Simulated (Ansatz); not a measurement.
Two structures of SnNH6F, closed shell, reached by relaxing down either side of one saddle point (PBE0-D4/def2-TZVP). Energies are electronic, without zero-point energy. Ansatz 0.2.0; basis: def2-TZVPP and def2-QZVPP; cores frozen in the correlated methods. Filled d shells of the heavier atoms are correlated. Core potentials replace the inner electrons of the atoms past krypton. The def2 sets are not built for correlating such inner shells, so the correlated values are less sure here. Extrapolation: Hartree–Fock as exp(−7.88 √X), correlation as X^−2.97. First:

Sn1  (-0.802, 0.832, -0.362)
N2  (0.815, -0.096, 0.525)
H3  (-0.607, 0.564, -2.027)
H4  (-0.775, 2.503, 0.004)
H5  (-2.167, 0.077, 0.305)
H6  (0.632, -1.637, 0.081)
F7  (0.397, -2.514, -0.259)
H8  (0.808, -0.004, 1.534)
H9  (1.700, 0.275, 0.200)
(Å)

Second:

Sn1  (-0.970, 0.328, -0.849)
N2  (1.003, -0.173, 1.050)
H3  (-2.034, 0.282, -2.202)
H4  (0.012, 1.713, -0.966)
H5  (-1.877, 0.109, 0.574)
H6  (1.313, -1.008, 0.565)
F7  (0.039, -1.278, -1.283)
H8  (0.727, -0.435, 1.988)
H9  (1.787, 0.463, 1.122)
(Å)

Task: Which bonds change from the first to the second?

Result: SnNH₅ ([NH2][SnH3]) + HF → SnH₃F ([F][SnH3]) + NH₃; bonds formed: Sn1–F7, N2–H6; bonds broken: Sn1–N2, H6–F7.

Task: Give the saddle point's structure and its height above each. (An estimate is asked for; the value comes from the calculation.)

Result: The calculation gives: 0.347 eV above the first and 0.737 eV above the second (CCSD(T) at an estimated basis limit (MP2 extrapolated from triple and quadruple zeta, plus CCSD(T) − MP2 in triple zeta)).
```xyz
9
angstrom
Sn -0.8019 0.4928 -0.4334
N 0.9709 -0.1193 0.6245
H -0.5596 0.3612 -2.1034
H -0.7367 2.1804 -0.0368
H -2.1764 -0.1467 0.3189
H 0.6646 -1.1838 0.1967
F -0.1417 -1.8314 -0.4786
H 0.9392 -0.0177 1.6304
H 1.8417 0.2645 0.2818
```

T1 diagnostic: at most 0.013.

Steps of this kind, hydrogen fluoride cutting a network bond, underlie vapour etching and the fluorination step of atomic layer etching.

Labels in which every atom is bracketed show which atoms are joined, not bond orders.

For scale, one of the runs: CCSD(T)/def2-TZVPP, 196 basis functions, launched by `ansatz run in.yaml --threads 4 --pin off --events-out ev --progress --plain --max-ram 9574MiB`. The run took 85 s on 4 CPU threads of an Intel Xeon (shared host), with 2.7 GiB of host memory at its peak.
